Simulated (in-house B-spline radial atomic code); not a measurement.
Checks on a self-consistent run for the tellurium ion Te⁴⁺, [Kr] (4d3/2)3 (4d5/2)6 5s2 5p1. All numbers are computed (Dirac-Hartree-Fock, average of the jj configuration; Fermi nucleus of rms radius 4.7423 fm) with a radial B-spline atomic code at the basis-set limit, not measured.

```json
{"orbital": "1s1/2", "q": "2", "ε (Eh)": "-1177.92777", "<1/r>": "55.5738", "<r²>": "0.00104767", "small-component weight": "0.036623"}
{"orbital": "2s1/2", "q": "2", "ε (Eh)": "-185.86541", "<1/r>": "12.9654", "<r²>": "0.0168367", "small-component weight": "0.0078318"}
{"orbital": "2p1/2", "q": "2", "ε (Eh)": "-173.75479", "<1/r>": "12.9089", "<r²>": "0.012527", "small-component weight": "0.0078168"}
{"orbital": "2p3/2", "q": "4", "ε (Eh)": "-163.64039", "<1/r>": "11.9517", "<r²>": "0.0138123", "small-component weight": "0.0074384"}
{"orbital": "3s1/2", "q": "2", "ε (Eh)": "-40.10292", "<1/r>": "4.62852", "<r²>": "0.117227", "small-component weight": "0.0023191"}
{"orbital": "3p1/2", "q": "2", "ε (Eh)": "-35.08147", "<1/r>": "4.52731", "<r²>": "0.112408", "small-component weight": "0.0022512"}
{"orbital": "3p3/2", "q": "4", "ε (Eh)": "-33.14503", "<1/r>": "4.29553", "<r²>": "0.120378", "small-component weight": "0.0021523"}
{"orbital": "3d3/2", "q": "4", "ε (Eh)": "-24.38906", "<1/r>": "4.13021", "<r²>": "0.102349", "small-component weight": "0.0020168"}
{"orbital": "3d5/2", "q": "6", "ε (Eh)": "-24.01215", "<1/r>": "4.07502", "<r²>": "0.104291", "small-component weight": "0.0019914"}
{"orbital": "4s1/2", "q": "2", "ε (Eh)": "-9.00109", "<1/r>": "1.82866", "<r²>": "0.652608", "small-component weight": "0.00063328"}
{"orbital": "4p1/2", "q": "2", "ε (Eh)": "-7.11930", "<1/r>": "1.71644", "<r²>": "0.723225", "small-component weight": "0.00057269"}
{"orbital": "4p3/2", "q": "4", "ε (Eh)": "-6.81488", "<1/r>": "1.64748", "<r²>": "0.77006", "small-component weight": "0.00054581"}
{"orbital": "4d3/2", "q": "3", "ε (Eh)": "-3.83706", "<1/r>": "1.41344", "<r²>": "1.00898", "small-component weight": "0.00042129"}
{"orbital": "4d5/2", "q": "6", "ε (Eh)": "-3.78708", "<1/r>": "1.39194", "<r²>": "1.03144", "small-component weight": "0.00041051"}
{"orbital": "5s1/2", "q": "2", "ε (Eh)": "-2.21649", "<1/r>": "0.700347", "<r²>": "3.83497", "small-component weight": "0.00012863"}
{"orbital": "5p1/2", "q": "0.33333", "ε (Eh)": "-1.82853", "<1/r>": "0.623895", "<r²>": "4.7474", "small-component weight": "0.00010561"}
{"orbital": "5p3/2", "q": "0.66667", "ε (Eh)": "-1.78067", "<1/r>": "0.606501", "<r²>": "4.98276", "small-component weight": "0.00010177"}
```

Electron-electron repulsion V_ee = 2434.5683 hartree.

(1) What total energy follows from the eigenvalues?

(2) Does the Dirac virial theorem hold?

(3) What diamagnetic shielding (Lamb formula) and susceptibility (Langevin formula) do the radii give?

## Answers

(1) The eigenvalues count the repulsion twice, so E = Σqε - V_ee = -4354.199 - 2434.568 = -6788.767 hartree; the run printed -6788.767.

(2) For a point nucleus E = -2c²Σq·w, with w the small-component weight. Here Σq·w = 0.18075 and c = 137.0360, so the ratio E/(-2c²Σq·w) is 1.000057; the finite nucleus accounts for the departure from 1.

(3) σ = (α²/3)Σq<1/r> = 315.453/(3·137.036²) = 5599.4 ppm, and χ = -0.79199×10⁻⁶·Σq<r²> = -23.53×10⁻⁶ cm³/mol with Σq<r²> = 29.714 bohr². Both are non-relativistic formulas without the paramagnetism of open shells; for so heavy an element the full relativistic shielding is larger by tens of per cent.
